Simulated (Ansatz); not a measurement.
Relaxation of a periodic cell of 21 atoms, H4C2O (contents 3 CH4 + 3 CO, density as packed 0.67 g/cm³ with natural masses), to a largest force component of 0.3 eV/Å in at most 15 steps.

The calculation used Ansatz 0.2.0, DFT PBE-D3(BJ), scalar-relativistic, plane waves, PAW. Settings: cutoff 420 eV, k mesh 1x1x1, fermi-dirac smearing 0.05 eV, no spin polarisation.

```xyz
21
Lattice="6.8873 0.0000 0.0000 0.0000 6.8873 0.0000 0.0000 0.0000 6.8873" Properties=species:S:1:pos:R:3:forces:R:3
C 0.684 5.893 0.205 -0.19 0.10 -0.13
H 1.166 6.495 0.975 0.11 0.11 0.15
H -0.010 5.195 0.672 -0.05 0.09 -0.09
H 1.441 5.339 -0.349 -0.36 0.15 0.14
H 0.139 6.545 -0.477 -0.12 0.14 -0.11
C 4.872 1.827 5.599 -0.69 0.04 -0.13
H 5.561 1.328 6.280 -0.14 -0.12 0.00
H 4.058 1.149 5.344 -0.12 0.23 0.00
H 5.402 2.115 4.692 -0.26 -0.16 0.01
H 4.466 2.716 6.081 -0.06 0.28 0.13
C 5.923 3.727 2.497 -0.03 0.13 0.10
H 6.134 2.665 2.371 0.13 -0.20 -0.01
H 5.629 3.918 3.529 -0.06 0.05 0.11
H 5.114 4.019 1.829 -0.14 0.05 -0.10
H 6.816 4.305 2.261 0.11 -0.02 0.11
O 0.357 2.572 5.582 2.36 1.40 0.44
C 1.254 3.242 5.849 -1.00 -1.30 -0.53
O 3.452 5.374 6.646 1.38 1.02 -0.99
C 4.045 6.007 5.890 -0.77 -1.82 0.95
O 4.576 0.096 2.328 1.38 0.40 0.60
C 5.613 0.367 2.748 -1.46 -0.55 -0.66
```

Q: Where does it end, and by what steps?

A: It converged. The threshold is loose, so the end isn't yet a minimum. The force dipped under the threshold on the way, but the program's further checks kept it going. Limits of this set-up: coarse k mesh. After 14 steps the energy has fallen by 1.170 eV; H3 moved furthest, 1.24 Å.

| step | energy less start (eV) | largest force component (eV/Å) | accepted |
| --- | --- | --- | --- |
| 0 | 0.0000 | 2.361 | yes |
| 1 | -0.4575 | 1.534 | yes |
| 2 | -0.6074 | 4.112 | yes |
| 3 | -0.8031 | 2.566 | yes |
| 4 | -0.9502 | 0.629 | yes |
| 5 | -1.0006 | 0.862 | yes |
| 6 | -0.9765 | 2.590 | no |
| 7 | -1.0281 | 0.514 | yes |
| 8 | -1.0495 | 0.639 | yes |
| 9 | -1.0844 | 0.213 | yes |
| 10 | -1.0844 | 0.213 | yes |
| 11 | -1.1062 | 0.443 | yes |
| 12 | -1.1220 | 0.839 | yes |
| 13 | -1.1700 | 0.097 | yes |
| 14 | -1.1700 | 0.098 | yes |

```xyz
21
Lattice="6.8873 0.0000 0.0000 0.0000 6.8873 0.0000 0.0000 0.0000 6.8873" Properties=species:S:1:pos:R:3
C 0.890 6.527 0.228
H 1.720 7.018 0.749
H 0.054 6.406 0.924
H 1.223 5.547 -0.131
H 0.574 7.137 -0.624
C 4.736 1.519 5.704
H 5.087 1.483 6.743
H 3.734 1.084 5.628
H 5.433 0.958 5.070
H 4.711 2.562 5.360
C 5.808 3.613 2.562
H 6.061 2.550 2.667
H 5.552 4.032 3.541
H 4.952 3.717 1.890
H 6.667 4.155 2.149
O 0.995 2.681 5.108
C 1.649 3.552 4.789
O 3.943 5.091 6.891
C 4.615 5.096 5.976
O 3.582 0.048 2.725
C 4.709 0.116 2.600
```

Time of the run: 25 s on 1 thread of Arm Neoverse V1, on a shared host, peak memory 0.36 GiB.
